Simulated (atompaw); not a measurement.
# magnesium: one change to a PAW (atompaw) potential, before and after

```
Element                 : Mg (Z = 12)
Generator               : atompaw 4.2.0.5
Type                    : PAW
Functional              : LDA (PW92)
Relativity              : scalar-relativistic
Frozen core             : [He]
Valence charge          : 10
Reference configuration : 2s2 2p6 3s1.5 3p0 (charge +0.5)
Partial waves           : 2s (bound): rc 0.85 bohr; 3s (bound): rc 1.35 bohr; 2p (bound): rc 0.80 bohr; 3p (bound, empty): rc 1.35 bohr
Local potential         : bessel scheme, radius 1.20 bohr
Core correction         : smooth core density matched at 0.95 bohr
Augmentation charge     : besselshape compensation charge, radius 1.25 bohr; PAW radius 1.35 bohr; waves and projectors: custom rrkj vanderbiltortho
```

Change: waves 2s (bound); 3s (bound); 2p (bound); 3p (bound); augmentation besselshape compensation charge, radius 1.25 bohr; PAW radius 1.35 bohr; waves and projectors: bloechl.

Cutoffs: the cutoffs (Ry, on a coarse ladder) from which the occupation-weighted sum of valence levels, in a spherical-Bessel basis at the reference potential, stays within 10 and 1 mRy of its value at 400 Ry; they do not see the model core or the augmentation charge, which bear on the density cutoff.

Problem. What does the change do?

Solution. The potential gets softer (140 Ry and 230 Ry → 80 Ry and 100 Ry); the range in which the p phases agree widens (upper end 3.6 → at the end of the scan); neither file shows a bound ghost.

```tsv
quantity	base	changed
cutoff, loose	140 Ry	80 Ry
cutoff, tight	230 Ry	100 Ry
loose cutoff by channel (10 mRy a level)	s 55 Ry, p 110 Ry	s 40 Ry, p 70 Ry
bound ghosts	none	none
s: phases at 1.35 bohr within 0.05 rad from the reference energy up to (Ry; the scan ends near 5)	4.0	to the end of the scan
p: phases at 1.35 bohr within 0.05 rad from the reference energy up to (Ry; the scan ends near 5)	3.6	to the end of the scan
lowest overlap eigenvalue by channel	s 0.07, p 0.09	s 0.67, p 1.00
```

 The cutoffs see the waves, projectors and local potential, not the compensation charge or the core.
